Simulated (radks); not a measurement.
Values are calculated unless marked as measured or tabulated.
Q: The cerium ion Ce2+ is in [Xe] 4f2. Level of theory: scalar-relativistic Kohn-Sham, BLYP, spin-polarised, spherical densities, finite nucleus; Fermi nuclear charge, rms radius of each element as measured or else 0.836 A^(1/3) + 0.57 fm (a radial shooting solver on a logarithmic mesh with Libxc functionals). Open shells are filled with parallel spins first. One electron is removed from 5s, 4f, 5p, 4d in turn, with full relaxation. Which removal costs least, and what does each cost?

A: 4f 20.794 eV; 5p 38.058 eV; 5s 55.346 eV; 4d 124.74 eV. The 4f electron leaves first.
